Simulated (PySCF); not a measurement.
C9H13N.
SMILES with atom numbers: `[CH3:1][c:2]1[cH:3][cH:4][cH:5][cH:6][c:7]1[N:8]([CH3:9])[CH3:10]`

Geometry (GFN2-xTB, Å), atoms numbered from 1 in this order:
```
atom  x, y, z in Å
C1     0.9608    1.8019    1.0309
C2     1.0989    0.5270    0.2522
C3     2.3637    0.0365   -0.0347
C4     2.5439   -1.1013   -0.8013
C5     1.4372   -1.7613   -1.3025
C6     0.1673   -1.2955   -1.0173
C7    -0.0242   -0.1623   -0.2295
N8    -1.3086    0.3527    0.0510
C9    -1.7627    0.1723    1.4146
C10   -2.3522    0.0579   -0.9032
H11    1.0344    1.6173    2.1034
H12    0.0018    2.2687    0.8234
H13    1.7586    2.4909    0.7602
H14    3.2262    0.5711    0.3388
H15    3.5396   -1.4614   -1.0142
H16    1.5583   -2.6449   -1.9125
H17   -0.6863   -1.8298   -1.4059
H18   -0.9436    0.3340    2.1088
H19   -2.5557    0.8922    1.6262
H20   -2.1619   -0.8399    1.5823
H21   -3.1729    0.7578   -0.7346
H22   -1.9720    0.2050   -1.9122
H23   -2.7555   -0.9619   -0.8139
```

Definitions: NICS(0) = −σiso at the ring centroid; NICS(1) = −σiso and NICS(1)zz = −σzz at ±1 Å along the ring normal z. Level: GIAO PBE0/pcSseg-1 (PySCF, non-relativistic, gas phase) on the GFN2-xTB geometry, one conformer.

Ring bond lengths (Å), with Mayer bond orders in brackets: C2–C3 1.387 (1.45), C3–C4 1.384 (1.44), C4–C5 1.383 (1.43), C5–C6 1.382 (1.44), C6–C7 1.393 (1.41), C7–C2 1.403 (1.35).

Give the NICS values of each ring in ppm.

```csv
ring,type,NICS(0),"NICS(1), two faces","NICS(1)zz, two faces",rms pucker (Å),"centre to ring atoms, mean (Å)"
C2–C3–C4–C5–C6–C7,6-membered carbocycle; formal bonds all aromatic,-8.9,-11.2 / -11.0,-27.1 / -26.5,0.01,1.39
```

What can be read from them?

- C2–C3–C4–C5–C6–C7: mean NICS(1)zz -26.8 ppm, shielded. For a flat ring without four-coordinate atoms the NICS criterion counts such a value as aromatic.

How equal are the bonds by HOMA? HOMA takes Krygowski's 1993 parameters.

- C2–C3–C4–C5–C6–C7: HOMA 0.99 = 1 − EN − GEO, with mean bond length 1.389 Å, EN = α(Ropt − mean)² = 0.000 and GEO = α × variance = 0.014. The geometric and the magnetic index point the same way.

What field does 9.4 T along the ring normal induce along that normal at the first NICS(1) probe listed for ring C2–C3–C4–C5–C6–C7, 1 Å off the ring?

NICSzz × B0 = -27.1 ppm × 9.4 T = -255 μT, against the applied field.
